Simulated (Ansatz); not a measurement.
BiH2Cl. The state is a singlet with charge 0. Geometry PBE0-D4/def2-TZVP, basis def2-TZVP, Ansatz.

Cartesian coordinates in Å:
```
Bi -0.672 0.397 0.310
H -0.528 -1.377 0.522
H 0.916 0.608 1.112
Cl 0.285 0.371 -1.943
```

```
run  HOMO (eV)  LUMO (eV)
  A      -6.61      -2.47
  B      -9.08      -0.88
  C      -6.65      -2.57
  D      -7.42      -2.18
  E     -10.35       0.26
  F      -6.52      -2.49
```

In the def2 sets Bi takes a core potential; there is no spin–orbit coupling. LC-ωPBE has ω = 0.4 bohr⁻¹. HSE06 is defined as in plane-wave codes, on full-range PBE exchange.

Problem. The runs used BLYP, CAM-B3LYP, HSE06, LC-ωPBE, PBE, revPBE. Estimate which is which.

Solution. A revPBE (0 % exact exchange); B CAM-B3LYP (range-separated); C PBE (0 % exact exchange); D HSE06 (range-separated); E LC-ωPBE (range-separated); F BLYP (0 % exact exchange). Exact exchange lowers occupied and raises empty levels; among semilocal functionals meta-GGAs tend to open the gap a little, and such runs are hard to tell apart. The gap grows from 4.03 eV (BLYP) to 10.60 eV (LC-ωPBE).
